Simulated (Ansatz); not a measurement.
Reactions of CH5BFIn, SMILES `[BH2][InH][CH2]F`.

Calculated with Ansatz (gas phase, PBE0-D4/def2-TZVP geometries, no zero-point term in ΔE). CCSD(T)/CBS adds triple-zeta CCSD(T) − MP2 to the extrapolated MP2 energy (def2 sets, frozen cores). This one scheme is used for every species. Functionals use def2-TZVPP. Elements past krypton have def2 core potentials. For I, In outer-core shells are correlated without core-valence functions, which leaves a few kJ/mol of doubt a bond. One conformer a species, not always the lowest.

```csv
reaction,CCSD(T)/CBS(def2) (kcal/mol)
`[BH2][InH][CH2]F` + H–F → `F[CH2][InH][F]` + BH₃,-19.8
`[BH2][InH][CH2]F` + `BCCCl` → `BBCCCl` + `F[CH2][InH2]`,0.1
`[BH2][InH][CH2]F` + HI → `F[CH2][InH][I]` + BH₃,-41.0
`[BH2][InH][CH2]F` + `BNCC` → `BN(B)CC` + `F[CH2][InH2]`,-25.3
`[BH2][InH][CH2]F` + SiH₄ → `F[CH2][InH][SiH3]` + BH₃,?
```

(1) Fill in the missing values. (An estimate is asked.)

Largest T1 diagnostic: 0.015, for `F[CH2][InH][F]`.

Answers

(1) The calculation gave: `[BH2][InH][CH2]F` + SiH₄ → `F[CH2][InH][SiH3]` + BH₃: -7.7 kcal/mol.
